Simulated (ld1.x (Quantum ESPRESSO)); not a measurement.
**What the settings do to the TM potential of hafnium (Hf)**

Base potential:

Hf, norm-conserving Troullier–Martins (Kleinman–Bylander form), made with ld1.x (Quantum ESPRESSO) 7.5 (PBE, scalar-relativistic). Core [Xe] 4f14, reference 5d2 6s1.5 6p0.5. Waves: 6s (bound): rc 2.60 bohr; 6p (bound): rc 3.80 bohr; 5d (bound): rc 2.75 bohr. Local part: all-electron potential smoothed inside 2.75 bohr (lloc = -1). Core correction: Bessel-smoothed model core inside 2.60 bohr.

All-electron outer shells of the reference configuration (PBE, scalar-relativistic, ld1.x):

| shell | level (eV) | outermost node (bohr) | outermost maximum (bohr) |
| --- | --- | --- | --- |
| 5p | -36.32 | 0.60 | 1.16 |
| 4f | -17.58 | – | 0.45 |
| 6s | -5.58 | 1.37 | 2.89 |
| 5d | -3.30 | 0.67 | 1.69 |
| 6p | -1.75 | 1.66 | 4.00 |

Cutoffs, loose and tight: the cutoffs (Ry, on a coarse ladder) from which the occupation-weighted sum of valence levels, in a spherical-Bessel basis at the reference potential, stays within 10 and 1 mRy of its value at 400 Ry. They do not see the model core or the augmentation charge, which bear on the density cutoff. Test errors are all-electron minus pseudo excitation energies from the reference, over the configurations 5d2 6s2 6p0; 5d2 6s1 6p0; 5d2 6s0 6p0; 5d1 6s2 6p1; 5d2 6s0 6p1; 5d2 6s1.5 6p0; 5d3 6s1 6p0. A dash means not determined; rows that change the core or the reference have their own tests.

```csv
change,outcome,"cutoff, loose","cutoff, tight",bound ghosts,largest test error (meV)
base,generated,18 Ry,25 Ry,none,-41
wave 5d (bound): rc 2.75 bohr becomes 5d (bound): rc 1.90 bohr,generated,21 Ry,30 Ry,none,-50
wave 5d (bound): rc 2.75 bohr becomes 5d (bound): rc 2.10 bohr,generated,25 Ry,30 Ry,none,-50
wave 5d (bound): rc 2.75 bohr becomes 5d (bound): rc 2.54 bohr,generated,21 Ry,30 Ry,none,-47
wave 5d (bound): rc 2.75 bohr becomes 5d (bound): rc 2.82 bohr,generated,18 Ry,25 Ry,none,-39
wave 5d (bound): rc 2.75 bohr becomes 5d (bound): rc 3.06 bohr,generated,18 Ry,21 Ry,none,-31
wave 5d (bound): rc 2.75 bohr becomes 5d (bound): rc 3.38 bohr,generated,18 Ry,18 Ry,none,-29
```

What comes out with this change to the base: wave 5d (bound): rc 2.75 bohr becomes 5d (bound): rc 4.10 bohr?

outcome: generated; cutoff, loose: 12 Ry; cutoff, tight: 15 Ry; bound ghosts: none; largest test error (meV): -66.

What comes out with this change to the base: wave 5d (bound): rc 2.75 bohr becomes 5d (bound): rc 3.70 bohr?

outcome: generated; cutoff, loose: 15 Ry; cutoff, tight: 18 Ry; bound ghosts: none; largest test error (meV): -38.

Reading the sweep of the d radius (base included, trends over the rows without a ghost): The loose cutoff falls from 21 Ry at 1.9 to 12 Ry at 4.1 bohr, with one reversal. A larger radius leaves more room for a smooth pseudo-wave, so fewer plane waves are needed; a smaller one forces it to follow the all-electron wave where it bends sharply. The median size of the test errors (rows with all tests solved) is not monotonic: lowest 3.7 meV at 3.38 bohr, highest 16.0 meV at 4.1 bohr.
